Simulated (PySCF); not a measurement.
**AsS: energy against distance**

Set-up: As def2-TZVPP, S def2-TZVPP; no relativity (PySCF 2.14). Energies in eV from As + S in their ground configurations at the same level. State: ²Π (doublet), unpaired electrons π ↑.

All columns are PBE0. A positive dipole means As(−)S(+).

| R (Å) | E (eV) | μ (D) | Mulliken charge on As (basis-dependent) | HOMO (eV) | LUMO (eV) | Mayer bond order | ⟨S²⟩ |
| --- | --- | --- | --- | --- | --- | --- | --- |
| 1.735 | -2.192 | -0.42 | 0.14 | -4.85 | -2.84 | 2.33 | 0.76 |
| 1.815 | -3.185 | -0.68 | 0.16 | -5.09 | -3.09 | 2.31 | 0.76 |
| 1.896 | -3.725 | -0.93 | 0.19 | -5.33 | -3.33 | 2.30 | 0.76 |
| 1.956 | -3.912 | -1.13 | 0.20 | -5.50 | -3.51 | 2.29 | 0.76 |
| 2.017 | -3.960 | -1.32 | 0.22 | -5.66 | -3.68 | 2.28 | 0.76 |
| 2.078 | -3.901 | -1.50 | 0.23 | -5.81 | -3.84 | 2.27 | 0.76 |
| 2.158 | -3.703 | -1.74 | 0.24 | -6.00 | -4.05 | 2.25 | 0.77 |
| 2.259 | -3.340 | -1.91 | 0.24 | -6.19 | -4.21 | 2.09 | 0.92 |
| 2.380 | -2.866 | -1.94 | 0.22 | -6.37 | -4.21 | 1.77 | 1.21 |
| 2.541 | -2.265 | -2.02 | 0.20 | -6.54 | -4.12 | 1.42 | 1.48 |

A fit through these points gives, at Re = 2.011 Å, μ = -1.30 D and dμ/dR = -3.13 D/Å; the reduced mass is 22.41 u.

Q: How strong is the fundamental in the double-harmonic approximation, I = 42.26·(dμ/dR)²/μred km/mol?

A: I = 42.26·(-3.13)²/22.41 = 18.5 km/mol at PBE0.

⟨S²⟩ of the unrestricted solution departs from its pure value on part of the curve, where spin states mix. Spin–orbit coupling is left out. The state was picked by a PBE0 search and need not be the measured ground state.
